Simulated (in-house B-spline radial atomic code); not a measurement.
## One electron outside the [He] 2s2 2p6 core: the argon ion Ar⁷⁺

Computed with an all-electron radial atomic-structure program (B-spline basis), no-pair Dirac-Coulomb Hamiltonian, finite nucleus. Rungs: frozen-core Dirac-Hartree-Fock (DHF); Brueckner orbitals from the second-order correlation potential; the same with the Coulomb interaction screened by the core and the hole-particle interaction summed; Breit and QED terms from differences of relaxed Dirac-Fock atoms, where computed. Partial waves beyond l = 6 are extrapolated. The tables show a selection of states; those near core-excited levels, with erratic corrections or far from their DHF start are never shown.

Removal energies (eV):

```
state      DHF  second order  screened  Breit + QED    final
3s1/2  142.921       143.497    143.49      -0.0369  143.454
3p1/2  125.543       126.123   126.116      -0.0317  126.084
3p3/2  125.199       125.773   125.766      -0.0183  125.748
3d3/2  101.661        102.23    102.23     -0.00519  102.225
3d5/2   101.64       102.206   102.206    -0.000229  102.206
4s1/2   71.858       72.0614   72.0557      -0.0131  72.0426
4p1/2   65.366       65.5801    65.574      -0.0119  65.5621
4p3/2  65.2373       65.4498   65.4438     -0.00682  65.4369
4d3/2  56.7792             ?         ?            ?        ?
4d5/2  56.7685       56.9723   56.9703    -0.000152  56.9701
4f5/2  54.5071       54.5808   54.5826            -        -
4f7/2  54.5034        54.577   54.5788            -        -
5s1/2  43.2776             ?         ?            ?        ?
5p1/2  40.1737       40.2711   40.2676            -        -
```

(1) What does correlation do to 5s1/2?

(2) What does correlation do to 4d3/2?

(3) How does the lowest state compare with the NIST ionisation energy?

Electric-dipole lines from 3s1/2 (reduced matrix elements in atomic units, length form, static core polarisation, sign of DHF taken positive):

| upper | DHF | + core polarisation | + Brueckner | λ (nm) | A (s⁻¹) |
| --- | --- | --- | --- | --- | --- |
| 3p1/2 | 0.9612 | 0.937 | 0.9332 | 71.382 | 2.43e+09 |
| 3p3/2 | 1.361 | 1.327 | 1.322 | 70.024 | 2.58e+09 |
| 4p1/2 | 0.2015 | 0.2095 | 0.2111 | 15.918 | 1.12e+10 |
| 4p3/2 | 0.279 | 0.2903 | 0.2925 | 15.892 | 1.08e+10 |

(4) What radiative lifetime does 3d3/2 get from its electric-dipole decays?

Magnetic hyperfine constants per unit nuclear g factor (MHz, nucleus as a uniformly magnetised ball; they apply to isotopes with nuclear spin):

```tsv
state	DHF	+ core polarisation	+ Brueckner
3s1/2	18160	19980	20330
3p1/2	4822	5374	5475
3p3/2	939.5	926.7	943.6
4s1/2	6501	7098	7184
4p1/2	1811	2003	2028
4p3/2	353.3	342	346.1
```

(5) What is the static scalar polarisability of 3s1/2?

## Answers

(1) It adds 0.08882 eV to the removal energy in second order and 0.08565 eV with screening, giving 43.3633 eV before Breit and QED terms, which weren't computed for this state.

(2) It adds 0.2049 eV to the removal energy in second order and 0.2028 eV with screening; Breit and QED add -0.0024 eV, for a final 56.9796 eV.

(3) 3s1/2 is bound by 143.454 eV, without recoil; NIST lists 143.4567 ± 0.0012 eV (semi-empirical), a difference of -0.0031 eV.

(4) The rates to lower computed states sum to 7.47e+09 s⁻¹, a lifetime of 0.134 ns.

(5) 1.409 bohr³: 0.03708 from the core and 1.372 from the valence electron, Pauli blocking included.
